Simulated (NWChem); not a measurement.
System: CH4O3W; SMILES [CH3][W](=[O])(=[O])[OH]

Here is an NWChem input.

```
start job
memory heap 200 mb stack 900 mb global 1100 mb
geometry units angstroms
  W      0.054173    -0.023122    -0.025151
  O      1.345060     0.876694     0.588107
  O      0.143623    -1.668384     0.345490
  O     -0.509501     0.404541    -1.729811
  H     -0.664350     0.567382    -2.671101
  C     -1.596197     0.631929     1.281546
  H     -1.754786     1.724018     1.268799
  H     -1.419204     0.368403     2.339938
  H     -2.564874     0.172739     1.017361
end
basis spherical
  * library def2-svp
end
ecp
  W library def2-ecp
end
dft
  xc pbe0
  iterations 150
end
driver
  maxiter 120
end
task dft optimize
```

Parts of the log:

```
             Northwest Computational Chemistry Package (NWChem) 7.3.0
             --------------------------------------------------------

 C1  symmetry detected

                             Geometry "geometry" -> ""
                             -------------------------

 Output coordinates in angstroms (scale by  1.889725989 to convert to a.u.)

  No.       Tag          Charge          X              Y              Z
 ---- ---------------- ---------- -------------- -------------- --------------
    1 W                   74.0000     0.08853072     0.06142922     0.00007464
    2 O                    8.0000     0.96848979    -0.23159780     1.41143947
    3 O                    8.0000     0.96627048    -0.22826809    -1.41340033
    4 O                    8.0000    -0.99415991     1.55617587     0.00185078
    5 H                    1.0000    -1.42433352     2.42305018     0.00322074
    6 C                    6.0000    -1.31697630    -1.63704652    -0.00033917
    7 H                    1.0000    -1.93006172    -1.69541131     0.91546166
    8 H                    1.0000    -0.79601083    -2.60877736    -0.07314195
    9 H                    1.0000    -2.02381230    -1.61282424    -0.84814838

 Effective nuclear repulsion energy (a.u.)     790.0287669037

                                Z-matrix (autoz)
                                --------

 Units are Angstrom for bonds and degrees for angles

      Type          Name      I     J     K     L     M      Value
      ----------- --------  ----- ----- ----- ----- ----- ----------
    1 Stretch                  1     2                       1.68883
    2 Stretch                  1     3                       1.68886
    3 Stretch                  1     4                       1.84567
    4 Stretch                  1     6                       2.20460
    5 Stretch                  4     5                       0.96774
    6 Stretch                  6     7                       1.10362
    7 Stretch                  6     8                       1.10497
    8 Stretch                  6     9                       1.10408
    9 Bend                     1     4     5               170.47524
   10 Bend                     1     6     7               113.25055
   11 Bend                     1     6     8               112.14515
   12 Bend                     1     6     9               113.04129
   13 Bend                     2     1     3               113.50769
   14 Bend                     2     1     4               116.44684
   15 Bend                     2     1     6               101.45898
   16 Bend                     3     1     4               116.39775
   17 Bend                     3     1     6               101.48020
   18 Bend                     4     1     6               104.47492
   19 Bend                     7     6     8               105.66905
   20 Bend                     7     6     9               106.42257
   21 Bend                     8     6     9               105.69640
   22 Torsion                  2     1     4     5          68.88418
   23 Torsion                  2     1     6     7          56.90915
   24 Torsion                  2     1     6     8         -62.57744
   25 Torsion                  2     1     6     9         178.04873
   26 Torsion                  3     1     4     5         -69.21076
   27 Torsion                  3     1     6     7         174.06815
   28 Torsion                  3     1     6     8          54.58156
   29 Torsion                  3     1     6     9         -64.79227
   30 Torsion                  4     1     6     7         -64.53397
   31 Torsion                  4     1     6     8         175.97944
   32 Torsion                  4     1     6     9          56.60561
   33 Torsion                  5     4     1     6         179.83533

                           NWChem Geometry Optimization
                           ----------------------------

 maximum gradient threshold         (gmax) =   0.000450
 rms gradient threshold             (grms) =   0.000300
 maximum cartesian step threshold   (xmax) =   0.001800
 rms cartesian step threshold       (xrms) =   0.001200
 fixed trust radius                (trust) =   0.300000
 source of zmatrix                         =   autoz

          -------------------
          Energy Minimization
          -------------------

 Using diagonal initial Hessian
 Scaling for Hessian diagonals: bonds = 1.00  angles = 0.25  torsions = 0.10

          --------
          Step   0

                                 NWChem DFT Module
                                 -----------------

 Summary of "ao basis" -> "ao basis" (spherical)
 ------------------------------------------------------------------------------
       Tag                 Description            Shells   Functions and Types
 ---------------- ------------------------------  ------  ---------------------
 W                          def2-svp                12       32   6s3p2d1f
 O                          def2-svp                 6       14   3s2p1d
 H                          def2-svp                 3        5   2s1p
 C                          def2-svp                 6       14   3s2p1d

[...]

      ----------------------
      Optimization converged
      ----------------------

  Step       Energy      Delta E   Gmax     Grms     Xrms     Xmax
  ---- ---------------- -------- -------- -------- -------- --------
@    9    -332.91797769 -1.1D-07  0.00005  0.00002  0.00037  0.00083
                                     ok       ok       ok       ok

                                Z-matrix (autoz)
                                --------

 Units are Angstrom for bonds and degrees for angles

      Type          Name      I     J     K     L     M      Value     Gradient
      ----------- --------  ----- ----- ----- ----- ----- ---------- ----------
    1 Stretch                  1     2                       1.70412   -0.00004
    2 Stretch                  1     3                       1.70413   -0.00004
    3 Stretch                  1     4                       1.87499    0.00005
    4 Stretch                  1     6                       2.10635    0.00001
    5 Stretch                  4     5                       0.96069    0.00002
    6 Stretch                  6     7                       1.10274   -0.00000
    7 Stretch                  6     8                       1.10100   -0.00000
    8 Stretch                  6     9                       1.10279    0.00000
    9 Bend                     1     4     5               142.09001    0.00000
   10 Bend                     1     6     7               109.75475    0.00000
   11 Bend                     1     6     8               110.91798    0.00002
   12 Bend                     1     6     9               109.68794   -0.00002
   13 Bend                     2     1     3               107.94741   -0.00001
   14 Bend                     2     1     4               114.21519    0.00000
   15 Bend                     2     1     6               104.95284    0.00001
   16 Bend                     3     1     4               114.20380    0.00000
   17 Bend                     3     1     6               104.93004    0.00001
   18 Bend                     4     1     6               109.79555   -0.00002
   19 Bend                     7     6     8               108.56385   -0.00001
   20 Bend                     7     6     9               109.33254    0.00000
   21 Bend                     8     6     9               108.55057   -0.00000
   22 Torsion                  2     1     4     5          62.28346   -0.00000
   23 Torsion                  2     1     6     7          62.90715    0.00000
   24 Torsion                  2     1     6     8         -57.05344   -0.00001
   25 Torsion                  2     1     6     9        -176.95426   -0.00001
   26 Torsion                  3     1     4     5         -62.64774    0.00000
   27 Torsion                  3     1     6     7         176.56651    0.00000
   28 Torsion                  3     1     6     8          56.60592   -0.00000
   29 Torsion                  3     1     6     9         -63.29490   -0.00000
   30 Torsion                  4     1     6     7         -60.27689    0.00000
   31 Torsion                  4     1     6     8         179.76252   -0.00001
   32 Torsion                  4     1     6     9          59.86170   -0.00001
   33 Torsion                  5     4     1     6         179.83598    0.00000

                         Geometry "geometry" -> "geometry"
                         ---------------------------------

 Output coordinates in angstroms (scale by  1.889725989 to convert to a.u.)

  No.       Tag          Charge          X              Y              Z
 ---- ---------------- ---------- -------------- -------------- --------------
    1 W                   74.0000    -0.08757467     0.00905689    -0.00502720
    2 O                    8.0000     0.91772344    -0.16811974     1.35953225
    3 O                    8.0000     0.88316930    -0.14974885    -1.39660168
    4 O                    8.0000    -1.15086754     1.55322839     0.01838611
    5 H                    1.0000    -1.09455762     2.51223524     0.02585021
    6 C                    6.0000    -1.31524628    -1.70252548    -0.00154449
    7 H                    1.0000    -1.93954292    -1.71156931     0.90741058
    8 H                    1.0000    -0.70881947    -2.62129134    -0.01941749
    9 H                    1.0000    -1.96634784    -1.69453586    -0.89157082

 Effective nuclear repulsion energy (a.u.)     791.9473502866

                Final and change from initial internal coordinates
                --------------------------------------------------

                                Z-matrix (autoz)
                                --------

 Units are Angstrom for bonds and degrees for angles

[...]
```

Level: PBE0/def2-SVP with def2 effective core potentials on W. No frequency run checked for a minimum. def2 effective core potentials on W; no spin-orbit coupling.
